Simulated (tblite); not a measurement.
Record of a relaxation.

Species: C6H9FN (doublet state).
Atom-mapped SMILES: `[N:1]=[CH:2][C@@H:3]1[CH2:4][CH2:5][CH2:6][C@H:7]1[F:8]` (hydrogens: H9 on C2; H10 on C3; H11, H12 on C4; H13, H14 on C5; H15, H16 on C6; H17 on C7)
Bond orders are those of one Lewis drawing.

Computed with GFN2-xTB (tblite), gas phase: L-BFGS steps from a force-field or distance-geometry start until the largest atomic force falls under 0.01 eV/Å. 7 of its 159 geometries are shown.

Step 0: E = -679.5905 eV, largest atomic force 5.979 eV/Å
```
atom  x, y, z in Å  |  force x, y, z in eV/Å
N1      3.074   -0.384    0.753   -3.413   3.048   0.475
C2      2.032    0.397    0.814    5.259  -2.763   0.673
C3      0.874    0.064    0.013   -0.447   0.590  -1.108
C4     -0.097    1.216   -0.205   -0.221  -0.328   0.489
C5     -1.328    0.497   -0.739   -1.202   0.700  -0.597
C6     -1.157   -0.976   -0.477   -0.279  -0.721   1.074
C7     -0.038   -0.979    0.579   -0.811  -1.089   0.036
F8      0.541   -2.220    0.698   -0.089   0.273   0.135
H9      2.048    1.274    1.482   -0.160  -0.362  -0.266
H10     1.196   -0.315   -0.976    0.131   0.049   0.332
H11    -0.370    1.636    0.777    0.458   0.364  -0.482
H12     0.294    1.917   -0.926    0.024   0.494   0.235
H13    -1.424    0.694   -1.814   -0.314  -0.008   0.266
H14    -2.237    0.824   -0.200    0.334   0.199  -0.557
H15    -0.856   -1.525   -1.373   -0.193  -0.143   0.319
H16    -2.045   -1.391    0.038    0.260  -0.175  -0.885
H17    -0.513   -0.715    1.547    0.662  -0.129  -0.138
```

Step 26: E = -680.2525 eV, largest atomic force 0.184 eV/Å
```
atom  x, y, z in Å  |  force x, y, z in eV/Å
N1      3.164   -0.015    0.926    0.022   0.031  -0.039
C2      2.018    0.393    0.909    0.157  -0.062   0.074
C3      0.918    0.028   -0.062    0.000  -0.033   0.030
C4     -0.044    1.184   -0.304   -0.068   0.046  -0.023
C5     -1.366    0.538   -0.747    0.003  -0.093  -0.024
C6     -1.263   -0.947   -0.353   -0.038  -0.030  -0.021
C7      0.003   -1.061    0.501   -0.096  -0.082   0.007
F8      0.563   -2.307    0.388    0.025  -0.046  -0.025
H9      1.651    1.098    1.669    0.036   0.009   0.116
H10     1.367   -0.353   -0.980    0.026   0.035  -0.096
H11    -0.197    1.713    0.637   -0.025   0.088   0.028
H12     0.350    1.893   -1.028   -0.034   0.018  -0.062
H13    -1.503    0.634   -1.823   -0.028   0.013  -0.004
H14    -2.212    1.022   -0.256    0.047  -0.046  -0.057
H15    -1.124   -1.581   -1.232    0.007   0.065   0.019
H16    -2.143   -1.310    0.175    0.015   0.048   0.031
H17    -0.190   -0.917    1.570   -0.049   0.039   0.047
```

Step 53: E = -680.2841 eV, largest atomic force 0.158 eV/Å
```
atom  x, y, z in Å  |  force x, y, z in eV/Å
N1      3.222    0.205    0.768   -0.096   0.048  -0.038
C2      2.025    0.374    0.924    0.113   0.021   0.108
C3      0.913    0.034   -0.046    0.005   0.001   0.018
C4     -0.042    1.199   -0.312   -0.020  -0.030  -0.015
C5     -1.349    0.535   -0.777   -0.044  -0.080   0.023
C6     -1.275   -0.936   -0.330   -0.039  -0.062  -0.022
C7     -0.004   -1.059    0.515   -0.031   0.023  -0.035
F8      0.564   -2.303    0.387   -0.047   0.028  -0.011
H9      1.631    0.797    1.866    0.015  -0.029  -0.091
H10     1.350   -0.332   -0.979    0.039   0.005   0.036
H11    -0.210    1.767    0.606    0.017  -0.044  -0.009
H12     0.355    1.882   -1.061    0.028   0.001   0.031
H13    -1.454    0.595   -1.860    0.029   0.013   0.041
H14    -2.211    1.032   -0.334   -0.004   0.026  -0.011
H15    -1.166   -1.599   -1.190   -0.003   0.014   0.014
H16    -2.159   -1.252    0.224    0.035   0.030  -0.004
H17    -0.197   -0.927    1.588    0.001   0.035  -0.033
```

Step 79: E = -680.2992 eV, largest atomic force 0.015 eV/Å
```
atom  x, y, z in Å  |  force x, y, z in eV/Å
N1      3.204    0.571    0.604    0.013  -0.006  -0.001
C2      2.040    0.382    0.907   -0.015  -0.001   0.003
C3      0.911   -0.002   -0.031    0.002   0.006  -0.004
C4     -0.026    1.179   -0.292   -0.001   0.004   0.001
C5     -1.321    0.534   -0.813    0.003  -0.005  -0.001
C6     -1.304   -0.923   -0.317   -0.001  -0.005   0.006
C7     -0.034   -1.064    0.529    0.004   0.003  -0.001
F8      0.497   -2.327    0.420    0.000   0.002   0.002
H9      1.688    0.512    1.942   -0.002  -0.003   0.003
H10     1.346   -0.370   -0.964   -0.001   0.007  -0.008
H11    -0.217    1.708    0.644    0.000  -0.002   0.005
H12     0.403    1.885   -0.999   -0.002   0.006   0.001
H13    -1.347    0.564   -1.901    0.006  -0.004  -0.003
H14    -2.194    1.071   -0.445    0.002  -0.002  -0.008
H15    -1.231   -1.621   -1.151   -0.007   0.000   0.003
H16    -2.193   -1.177    0.257   -0.007   0.000   0.004
H17    -0.229   -0.909    1.599    0.004  -0.002  -0.001
```

Step 105: E = -680.3150 eV, largest atomic force 0.131 eV/Å
```
atom  x, y, z in Å  |  force x, y, z in eV/Å
N1      3.102    0.856    0.679    0.118   0.036  -0.045
C2      2.009    0.399    0.957   -0.056   0.002  -0.039
C3      0.916    0.019   -0.029    0.020  -0.019  -0.006
C4     -0.048    1.180   -0.282    0.026  -0.032   0.038
C5     -1.249    0.491   -0.927    0.047  -0.027   0.020
C6     -1.379   -0.841   -0.174    0.010  -0.005   0.026
C7      0.004   -1.115    0.447   -0.011  -0.001   0.024
F8      0.505   -2.334    0.045   -0.070   0.031  -0.012
H9      1.713    0.252    2.005   -0.076  -0.009   0.024
H10     1.391   -0.286   -0.965    0.017   0.018  -0.013
H11    -0.341    1.624    0.670   -0.006   0.075   0.045
H12     0.394    1.951   -0.909   -0.001   0.009   0.002
H13    -1.048    0.316   -1.981    0.048  -0.052  -0.103
H14    -2.148    1.095   -0.855   -0.089   0.026   0.028
H15    -1.651   -1.661   -0.838    0.012   0.023   0.020
H16    -2.137   -0.770    0.606    0.040  -0.026  -0.006
H17    -0.041   -1.163    1.542   -0.029  -0.049  -0.003
```

Step 132: E = -680.3460 eV, largest atomic force 0.028 eV/Å
```
atom  x, y, z in Å  |  force x, y, z in eV/Å
N1      3.078    0.611    1.027   -0.026  -0.002   0.010
C2      1.876    0.432    1.098    0.012  -0.002  -0.006
C3      0.949    0.052   -0.045    0.006  -0.005   0.004
C4     -0.042    1.180   -0.361    0.000   0.001  -0.002
C5     -1.251    0.440   -0.929    0.003  -0.003   0.005
C6     -1.366   -0.779   -0.014    0.011   0.006  -0.007
C7      0.084   -1.184    0.274    0.002  -0.010  -0.001
F8      0.457   -2.224   -0.552   -0.001   0.011   0.000
H9      1.327    0.558    2.043    0.001  -0.004   0.003
H10     1.565   -0.175   -0.918   -0.003  -0.005  -0.008
H11    -0.325    1.702    0.557    0.002   0.008  -0.003
H12     0.380    1.906   -1.052   -0.004   0.006  -0.002
H13    -1.046    0.122   -1.951   -0.004  -0.003   0.000
H14    -2.152    1.051   -0.926    0.007  -0.011   0.002
H15    -1.903   -1.608   -0.471   -0.015   0.012   0.003
H16    -1.864   -0.508    0.918    0.005  -0.012   0.001
H17     0.227   -1.563    1.293    0.003   0.015   0.000
```

Step 158: E = -680.3475 eV, largest atomic force 0.010 eV/Å
```
atom  x, y, z in Å  |  force x, y, z in eV/Å
N1      3.018    0.641    1.145   -0.009  -0.001   0.003
C2      1.819    0.432    1.146    0.009   0.002   0.000
C3      0.964    0.050   -0.051   -0.001   0.000   0.000
C4     -0.020    1.174   -0.409    0.000   0.001   0.001
C5     -1.257    0.433   -0.914    0.002   0.001   0.001
C6     -1.353   -0.762    0.032    0.002   0.001  -0.003
C7      0.101   -1.198    0.225    0.001  -0.001   0.002
F8      0.421   -2.179   -0.691   -0.001  -0.002   0.000
H9      1.216    0.527    2.062    0.000  -0.001  -0.002
H10     1.631   -0.170   -0.889    0.000   0.004  -0.003
H11    -0.273    1.752    0.483   -0.003  -0.004   0.003
H12     0.399    1.856   -1.146    0.000  -0.004  -0.004
H13    -1.093    0.084   -1.934   -0.001   0.003  -0.002
H14    -2.150    1.055   -0.896    0.001  -0.001  -0.001
H15    -1.948   -1.580   -0.370   -0.001   0.002   0.002
H16    -1.773   -0.458    0.991    0.001  -0.001   0.001
H17     0.291   -1.648    1.206   -0.001   0.000   0.003
```

Question: Summarise the path.

Answer: The energy falls by 73.03 kJ/mol from step 0 to step 158; nine tenths of that is first reached at step 40. It rises by more than 0.2 meV at steps 69, 93, 103 and 114. The largest force goes from 5.979 to 0.010 eV/Å. Among the bonds N1=C2 changes most, from 1.304 to 1.217 Å; the atoms move by 0.862 Å rms after alignment.

Question: Follow the three bonds and two angles with the largest change from start to end.

Answer: 
```
step  E above end (kJ/mol)  largest force (eV/Å)  N1=C2 (Å)  C2–C3 (Å)  C3–C7 (Å)  C3–C2–H9 (°)  N1–C2–C3 (°)
   0                 73.03                 5.979      1.304      1.448      1.496         122.0         118.4
   7                 17.69                 0.264      1.221      1.519      1.532         113.1         125.1
  14                 14.77                 0.142      1.218      1.520      1.535         112.8         127.5
  21                 11.33                 0.169      1.217      1.519      1.537         111.6         125.8
  27                  8.88                 0.116      1.216      1.514      1.532         110.6         128.1
  34                  7.92                 0.105      1.218      1.518      1.534         111.4         127.8
  41                  7.16                 0.063      1.218      1.519      1.534         112.3         126.6
  48                  6.60                 0.082      1.217      1.519      1.532         111.2         126.7
  55                  5.74                 0.199      1.220      1.517      1.532         111.5         127.2
  62                  5.21                 0.157      1.219      1.517      1.531         111.5         126.7
  69                  4.90                 0.336      1.221      1.517      1.529         111.8         126.4
  76                  4.68                 0.024      1.218      1.517      1.529         111.8         126.7
  82                  4.65                 0.018      1.217      1.517      1.529         111.9         126.6
  89                  4.57                 0.052      1.218      1.516      1.530         111.8         126.8
  96                  4.25                 0.161      1.216      1.518      1.530         111.7         127.1
 103                  3.71                 0.337      1.219      1.520      1.531         113.4         126.1
 110                  2.47                 0.133      1.216      1.519      1.535         112.5         125.9
 117                  1.03                 0.138      1.218      1.518      1.541         111.3         126.6
 124                  0.31                 0.049      1.217      1.521      1.541         112.0         126.2
 131                  0.15                 0.073      1.218      1.520      1.542         111.7         126.5
 137                  0.12                 0.017      1.217      1.520      1.542         111.8         126.6
 144                  0.09                 0.015      1.217      1.519      1.543         111.7         126.7
 151                  0.02                 0.022      1.217      1.520      1.542         111.6         126.8
 158                  0.00                 0.010      1.217      1.520      1.542         111.6         126.7
```

What follows is the cost of the whole relaxation. Hardware: one thread of an Arm Neoverse V1 (shared host). Cost: 0.97 s.
